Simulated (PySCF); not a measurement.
Species: CrOF3 (doublet state).
Structure used (PBE0-D3(BJ)/def2-SVP), in Å, numbered top down from 1:
```
atom  x, y, z in Å
Cr1    0.0719   -0.0818    0.0667
O2     0.0316    0.0542    1.5727
F3     1.5877   -0.0246   -0.6752
F4    -0.7334    1.2911   -0.5130
F5    -0.8830   -1.3494   -0.5132
```

The calculation used PBE0-D3(BJ)/def2-SVP geometry optimisation, gas phase in PySCF.

Problem. Which atoms are bound to Cr1, and at what distances?

Solution. 4 atoms: O2 1.513 Å, F3 1.689 Å, F5 1.690 Å, F4 1.694 Å.

Problem. List the angles at Cr1.

Solution. 
```csv
angle,degrees,distance of the outer atoms (Å)
O2–Cr1–F3,117.3,2.74
O2–Cr1–F5,113.2,2.68
F3–Cr1–F5,112.5,2.81
O2–Cr1–F4,104.8,2.54
F3–Cr1–F4,104.4,2.67
F4–Cr1–F5,102.8,2.64
```

Problem. What is the shape at Cr1?

Solution. Distorted tetrahedral: angles from 102.8° to 117.3°; τ4 = (360° − α − β)/141° = 0.92 with α and β the two widest (0 for a square, 1 for a tetrahedron).

Problem. What are the rotational constants (commonest isotopes, rigid rotor)?

Solution. A = 4117, B = 3829, C = 3582 MHz: an asymmetric top.

Point group: near C3v, missed by 0.19 Å at most; the miss may be what the optimiser left on a soft mode (Cs holds within 0.08 Å). Charge 0, doublet. ⟨S²⟩ = 0.772 (exact for a doublet: 0.75). No PBE0-D3(BJ)/def2-SVP frequencies stand behind this structure, so it isn't proved a minimum.
